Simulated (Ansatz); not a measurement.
Program: Ansatz. Geometries: PBE0-D4/def2-TZVP. ΔE: electronic, gas phase. CBS: def2 TZ/QZ extrapolation, frozen cores. DFT in def2-TZVPP. B3LYP here is the variant with VWN-RPA as its local correlation; programs differ in this. Open shells (•) are unrestricted, without spin–orbit coupling. Spin–orbit coupling would lower the free atoms: a little for Cl. Each species was taken in one conformer, which may not be the lowest.

Consider the homolysis of the B–Cl bond: `COB(S)Cl` → `CO[B]S`• + Cl•.

| level | ΔE (kcal/mol) | difference from CCSD(T)/CBS |
| --- | --- | --- |
| PBE-D4 | 121.7 | -0.9 |
| r2SCAN-D4 | 119.1 | -3.5 |
| PBE0-D4 | 120.8 | -1.8 |
| B3LYP-D4 | 117.9 | -4.7 |
| ωB97X-V | 123.0 | 0.4 |
| ωB97M-V | 124.7 | 2.1 |
| B2PLYP | 118.7 | -3.9 |
| PBE | 120.2 | -2.4 |
| r2SCAN | 118.7 | -3.9 |
| PBE0 | 119.5 | -3.1 |
| B3LYP | 115.5 | -7.1 |
| HF/def2-TZVPP | 91.5 | -31.1 |
| MP2/def2-TZVPP | 125.1 | 2.5 |
| SCS-MP2/def2-TZVPP | 122.2 | -0.4 |
| CCSD/def2-TZVPP | 116.8 | -5.8 |
| CCSD(T)/def2-TZVPP | 119.5 | -3.1 |
| HF/def2-QZVPP | 91.3 | -31.3 |
| MP2/def2-QZVPP | 126.9 | 4.3 |
| SCS-MP2/def2-QZVPP | 124.1 | 1.5 |
| CCSD/def2-QZVPP | 118.3 | -4.3 |
| CCSD(T)/def2-QZVPP | 121.2 | -1.4 |
| HF/CBS(def2) | 91.3 | -31.3 |
| MP2/CBS(def2) | 128.3 | 5.7 |
| CCSD/CBS(def2) | 119.6 | -3.0 |
| CCSD(T)/CBS | 122.6 | 0 |

Largest T1 diagnostic among the species: 0.015.

In def2-TZVPP, CCSD(T) changes the Hartree–Fock value by +27.9 kcal/mol (the triples alone add +2.7 kcal/mol) and MP2 by +33.6 kcal/mol; breaking electron pairs costs correlation energy, which Hartree–Fock lacks. The D4 term adds +2.4 kcal/mol with B3LYP and +1.3 kcal/mol with PBE0; it sums over pairs of atoms, weighted by their polarisabilities, and B3LYP, whose exchange is more repulsive, gets the larger term.

CCSD(T)/CBS has its own doubt, a few kJ/mol and more with outer-core shells, so smaller differences from it don't rank the levels.
